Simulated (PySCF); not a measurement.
Several orderings of computed values.

Species are written as SMILES; each is one conformer at its optimised geometry, gas phase, non-relativistic unless stated. Electronic properties by PySCF.

The conformers computed, where there is a choice (atom-mapped SMILES and torsion angles):
- `[NH2:1][CH2:2][CH2:3][C:4]1=[CH:5][SiH2:6][CH:7]=[CH:8][O:9]1`: N1–C2–C3–C4 179°, C2–C3–C4–C5 98°, H–N1–C2–C3 59°, H–N1–C2–C3 -60°
- `[CH3:1][CH:2]([CH3:3])[O:4][C:5](=[O:6])[O:7][CH2:8][SiH3:9]`: C1–C2–O4–C5 151°, C2–O4–C5–O6 -1°, O4–C5–O7–C8 179°, C5–O7–C8–Si9 -74°
- `[CH2:1]=[CH:2][C@@H:3]([CH2:4][CH3:5])[O:6][SiH2:7][C:8]#[N:9]`: C1–C2–C3–C4 119°, C2–C3–C4–C5 -66°, C2–C3–O6–Si7 44°, C3–O6–Si7–C8 -62°
- `[CH3:1][S:2][c:3]1[cH:4][n:5][n:6][c:7]([CH3:8])[cH:9]1`: C1–S2–C3–C4 1°
- `[F:1][C:2]1([CH:3]2[CH2:4][CH:5][CH2:6]2)[CH2:7][CH2:8]1`: F1–C2–C3–C4 -52°
- `[CH3:1][O:2]/[C:3]([F:4])=[C:5](/[F:6])[S-:7]`: C1–O2–C3–F4 -105°

The conformers of `C=C1[SiH2]N(C)C[C@H]1C=O` aren't listed.

Task: Rank by dipole moment, lowest first (PBE0/pcSseg-1 at GFN2-xTB geometries).
A. `CSc1cnnc(C)c1`
B. `C=C[C@@H](CC)O[SiH2]C#N`
C. `NCCC1=C[SiH2]C=CO1`
D. `CC(C)OC(=O)OC[SiH3]`

Result: D (0.55 D), C (1.23 D), B (3.48 D), A (3.68 D).

Task: Rank by smallest rotational constant, highest first (GFN2-xTB).
A. `CO/C(F)=C(/F)[S-]`
B. `FC1(C2C[CH]C2)CC1` [radical]
C. `CC(C)OC(=O)OC[SiH3]`
D. `[SiH2](O[C@@H](C=C)CC)C#N`

Result: B (1.450 GHz), A (1.205 GHz), D (0.684 GHz), C (0.589 GHz).

Task: Rank by HOMO–LUMO gap, highest first (PBE0/pcSseg-1 at GFN2-xTB geometries).
A. `CSc1cnnc(C)c1`
B. `CN1[SiH2]C([C@H](C=O)C1)=C`
C. `NCCC1=C[SiH2]C=CO1`
D. `C=C[C@@H](CC)O[SiH2]C#N`

Result: D (7.23 eV), C (6.36 eV), B (5.47 eV), A (5.22 eV).

Task: By how much do the two ends of that ranking differ?

Result: By 2.01 eV, between `C=C[C@@H](CC)O[SiH2]C#N` and `CSc1cnnc(C)c1`.
